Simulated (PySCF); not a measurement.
**Spinor energies of Ru³⁺ (ruthenium, charge +3)**

Start: [Kr] 4d4 5s1; 4d5/2 filled at m_j = -1/2, +1/2, +3/2, +5/2; 5s1/2 filled at m_j = +1/2. Calculated with PySCF 2.14 in x2c-SVPall-2c with one added diffuse shell each of s, p, d type (7s9p7d1f, 76 functions): generalised Hartree-Fock with the X2C-1e Hamiltonian and a Gaussian nucleus; one run each with spin-orbit coupling (SO) switched off, then screened by Boettger's factors. This is a chosen level, not necessarily the ground level.

```
spinor shell  electrons  ε, spin-free (eV)  ε, screened SO (eV)  weight of nominal j (screened SO)  rms radius, screened SO (bohr)
       1s1/2          2           -22274.2             -22273.0                              1.000                          0.0384
       2s1/2          2            -3318.5              -3318.2                              1.000                           0.158
       2p1/2          2            -2970.7              -3061.3                              1.000                           0.137
       2p3/2          4            -2970.7              -2928.5                              1.000                           0.142
       3s1/2          2            -653.90              -653.84                              1.000                           0.428
       3p1/2          2            -536.35              -552.32                              1.000                           0.425
       3p3/2          4            -536.35              -528.90                              1.000                           0.436
       3d3/2          4            -347.25              -349.95                              0.966                           0.417
       3d5/2          6            -347.25              -345.41                              0.977                           0.420
       4s1/2          2            -134.55              -134.55                              1.000                            1.08
       4p1/2          2            -97.994              -103.09                              0.702                            1.17
       4p3/2          4            -97.994              -95.547                              0.851                            1.18
       4d5/2          4            -51.123              -51.083                              0.658                            1.49
       5s1/2          1            -33.258              -33.259                              1.000                            3.03
```

| quantity | spin-free | screened SO |
| --- | --- | --- |
| E (hartree) | -4525.08059 | -4525.69368 |
| M_J | 9/2 | 9/2 |
| ⟨J²⟩ | 24.755 | 24.758 |
| ⟨L²⟩ | 6.004 | 6.083 |
| ⟨S²⟩ | 8.751 | 8.706 |

Each row is a mean over spinors that exchange with the open shell spreads, by up to 11.020 eV (4p3/2).

Rows whose weight is well below 1 are mixtures of j = l ± 1/2: exchange outweighs spin-orbit coupling there, and the label is only the starting occupation.

Breit and QED terms are absent; they matter most for the inner s and p1/2 levels.

Densities and radii are taken from the X2C orbitals without a picture-change correction, which distorts them close to the nucleus.

Without spin-orbit coupling the j labels of p, d and f shells carry no meaning; the spin-free column gives the mean over the occupied spinors of each nl shell.
